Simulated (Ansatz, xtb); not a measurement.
**Relative energy of two structures of CH5FSi3**

Structure I: a singlet given by its coordinates. Structure II: `F[Si@@H]1C=[SiH][SiH2]1`, a singlet. Both are isolated molecules in the gas phase, relaxed with r2SCAN-D4/def2-SVP.

I (Å):

```xyz
10

C    -0.1243   -0.8336    0.4367
F     1.5910   -0.0484   -1.8132
Si    0.3397    0.4519   -0.8868
Si   -1.9699   -0.7988    0.0224
Si   -1.7762    0.3295   -1.7984
H     0.7850    1.7457   -0.2936
H     0.1117   -0.4910    1.4597
H     0.3691   -1.8056    0.2678
H    -3.0005   -1.4480    0.8869
H    -2.6908    1.0260   -2.7410
```

Close contacts (Å): C1–Si3 1.90, C1–Si4 1.89, F2–Si3 1.64, Si3–Si5 2.31, Si4–Si5 2.15, C1–H7 1.10, C1–H8 1.10, Si3–H6 1.49, Si4–H9 1.49, Si5–H10 1.49.

II (Å):

```xyz
10

C     0.6212   -0.9731   -0.4722
F     0.2145    0.9957   -2.6117
Si    0.0942    0.7149   -1.0033
Si   -0.8540   -1.5759    0.2285
Si   -2.1186    0.3031   -0.2693
H     0.8198    1.8521   -0.3630
H     1.6147   -1.4305   -0.5474
H    -1.0204   -2.8616    0.9762
H    -2.6955    1.0548    0.8873
H    -3.1669    0.1131   -1.3164
```

Energies in hartree; the thermal terms are from r2SCAN-D4/def2-SVP harmonic frequencies (ideal gas, rigid rotor, one conformer each, 298.15 K, 1 atm) and include the zero-point energy:

|  | I | II |
| --- | --- | --- |
| E, CCSD(T)/def2-SVP | −1007.301071 | −1007.303255 |
| E, MP2/def2-SVP | −1007.227628 | −1007.229827 |
| E, MP2/def2-TZVPP | −1007.876757 | −1007.880073 |
| zero-point energy | 0.055668 | 0.053147 |
| H(298 K) − E | 0.063832 | 0.061215 |
| G(298 K) − E | 0.024112 | 0.021835 |

Q: Correct the CCSD(T) difference for the basis set by the MP2 change, then work out ΔE, ΔE₀, ΔH and ΔG for I → II in kJ/mol (1 Eh = 2625.50 kJ/mol) and the equilibrium ratio [II]/[I].

A: 1. Differences II − I: CCSD(T) −0.002184, MP2 in the small set −0.002199, MP2 in the large set −0.003316 Eh.
2. ΔE = −0.002184 + (−0.003316 − (−0.002199)) = −0.003301 Eh = −8.67 kJ/mol.
3. ΔE₀ = ΔE + ΔZPE = −0.003301 + (−0.002521) Eh = −15.29 kJ/mol.
4. ΔH = ΔE + (−0.002617) Eh = −15.54 kJ/mol.
5. ΔG = ΔE + (−0.002277) Eh = −14.65 kJ/mol, so ΔS = (ΔH − ΔG)/T = −3.0 J/(mol K).
6. kT = 0.9442 mEh, so K = [II]/[I] = exp(−ΔG/kT) = exp(+5.91) ≈ 370.

Structure II is favoured at this temperature. An error of 4 kJ/mol in ΔG would change K by a factor of 5. r2SCAN-D4/def2-SVP found them nearly level. GFN2-xTB gave ΔE the other sign. Mirror images and further conformers aren't counted.

Other levels gave ΔE = +8.2 (GFN2-xTB); −38.6 (HF/STO-3G, GFN2-xTB geometries); −65.4 (r2SCAN-D4/def2-SVP//GFN2-xTB); +1.5 (r2SCAN-D4/def2-SVP); −18.4 (HF/def2-SVP); −5.8 (MP2/def2-SVP); −5.7 (CCSD(T)/def2-SVP) kJ/mol. The correlated steps freeze 17 core orbitals. Programs: Ansatz 0.2.0, xtb 6.7.1.
